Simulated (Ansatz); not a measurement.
Ansatz (a quantum-chemistry and plane-wave program) input (PBE-QIDH/def2-TZVPD):

Ansatz 0.2 input:
```yaml
crystal:
  periodic: [false, false, false]
  atoms:
    - {symbol: C, position_ang: [-1.76440130, -0.62213461, 0.37130886]}
    - {symbol: C, position_ang: [-1.65592780, 0.84385989, -0.06513555]}
    - {symbol: C, position_ang: [-0.33489093, 1.15897318, -0.67891368]}
    - {symbol: C, position_ang: [0.80316978, 0.23909655, -0.58624387]}
    - {symbol: C, position_ang: [0.43655998, -1.26315168, -0.67221980]}
    - {symbol: C, position_ang: [-1.07467589, -1.51851377, -0.65373015]}
    - {symbol: S, position_ang: [1.79629779, 0.64580341, 0.99258836]}
    - {symbol: H, position_ang: [-1.29080527, -0.76238842, 1.34813231]}
    - {symbol: H, position_ang: [-2.81322910, -0.89807796, 0.49325618]}
    - {symbol: H, position_ang: [-2.44775382, 1.06646628, -0.79294487]}
    - {symbol: H, position_ang: [-1.85826377, 1.51349972, 0.78259476]}
    - {symbol: H, position_ang: [-0.14558792, 2.17218994, -1.01006565]}
    - {symbol: H, position_ang: [1.55437611, 0.48966328, -1.33446207]}
    - {symbol: H, position_ang: [0.86911505, -1.67657090, -1.58587292]}
    - {symbol: H, position_ang: [0.90421546, -1.79334356, 0.15699714]}
    - {symbol: H, position_ang: [-1.50182536, -1.31749170, -1.64141066]}
    - {symbol: H, position_ang: [-1.26051188, -2.57308906, -0.44013914]}
    - {symbol: H, position_ang: [0.79050310, 0.41751063, 1.85210599]}
basis:
  gaussian:
    orbitals: def2-TZVPD
hamiltonian:
  xc: {name: PBE-QIDH}
magnetization: {spin_polarized: true, initial_magnetization: 1}
correlation: {electrons: outside_noble_gas}
```

End of the output:

```
integrals: 1.70 GiB planned
2529 factors; integrals over basis functions are off by at most 8.5e-4 eV
0.58 GiB of the device are held for the grids
2.72 GiB of device memory are held for the factors and their scratch space
mean field: 4.78 GiB planned
mean field evaluation 1: about -17204.6268 eV, gradient 3.5e1 eV
mean field evaluation 2: about -17204.6871 eV, gradient 3.5e1 eV
mean field evaluation 4: about -17211.2147 eV, gradient 4.1e0 eV
mean field evaluation 8: about -17211.3585 eV, gradient 5.8e-1 eV
mean field evaluation 16: about -17211.3647 eV, gradient 3.5e-3 eV
mean field -17211.36471784 eV, -632.5059870985 hartree, gradient 4.4e-6 eV, S^2 0.765780; 0 other end points of the search recorded, 0 dependent functions left out
11 core orbitals not correlated
reference -17211.36473894 eV, -632.5059878741 hartree; 21, 20 occupied and 335, 336 virtual orbitals, 2529 factors
second order -35.45318790 eV of doubles, -0.00000000 eV of singles
Total energy: -17223.18246824 eV, -632.9402814156 hartree
```

It need not be the lowest isomer of its formula.
